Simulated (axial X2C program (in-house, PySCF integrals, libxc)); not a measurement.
Values are calculated unless marked as measured or tabulated.
OPmO²⁺: input and output of an open-shell CI run

Program: an in-house all-electron X2C program for linear molecules (integrals from PySCF).

Input and command:
```json
{"zs": [8, 61, 8], "q": 2, "bas": ["dyall-v2z", "dyall-v2z", "dyall-v2z"], "r0": 1.72, "metal": 1, "shells": [[3, [2, 3], 1], [3, [1], 0]], "fix": 0, "emax": 3.5, "nroots": 6}
```
```bash
python soci.py task.json out
```

Keys: zs atomic numbers; q charge; bas basis sets; r0 starting distance in Å; metal index of the metal atom; shells open shells as [l, |m| values, electrons]; fix electron count of the first shell held; emax energy window in eV; nroots roots for each Ω.

Output at O–Pm–O held linear, both bonds 1.590 Å:

```
average of configuration f(δφ)1 f(π)0
basis functions 197  fitting functions 1190
iter      average energy  largest gradient
   1     -10158.547422428   9.64e+00
   2     -10161.298844813   1.92e-01
   3     -10161.320346035   3.04e-02
   4     -10161.320869622   4.46e-03
   5     -10161.320958743   9.58e-03
   6     -10161.321059848   2.33e-03
   7     -10161.321084645   1.23e-03
   8     -10161.321104913   1.34e-03
   9     -10161.321123753   1.57e-03
  10     -10161.321153677   1.18e-03
  11     -10161.321181070   8.25e-04
  12     -10161.321194869   3.44e-04
  13     -10161.321197596   1.61e-04
  14     -10161.321197914   5.27e-05
  15     -10161.321197990   2.60e-05
  16     -10161.321198015   2.06e-05
  17     -10161.321198019   7.22e-06
converged
CI levels
2*Omega        energy/Eh    cm-1   g(par)  dipole/D  leading shell counts
    5    -10161.34142686        0   4.163   15.274  {'1 0': 1.0}
    7    -10161.32282441     4083   8.002   15.274  {'1 0': 1.0}
    3    -10161.31789441     5165   2.025   15.274  {'1 0': 1.0}
    5    -10161.30264640     8511   5.837   15.274  {'1 0': 1.0}
```

Dipoles in the output refer to the first atom as origin, so for this ion they depend on that choice.

There is no dynamic correlation: spin–orbit spacings and, for f shells, spacings inside one term are the most reliable numbers, splittings between terms come out too wide, and energies between configurations are not reliable, so the lowest level need not be the ground state of the molecule. At most 6 roots were kept for each Ω > 0 (twice that for Ω = 0) within 3.5 eV of the lowest, so higher up levels can be missing between those listed; levels with Ω > 0 are doubly degenerate and listed once, Ω = 0 levels singly. States that fill the shells left empty in the average are placed too high. Along the bond the averaged SCF switches between close solutions, so this one may not be the lowest. The molecule was held linear; bending was not examined.
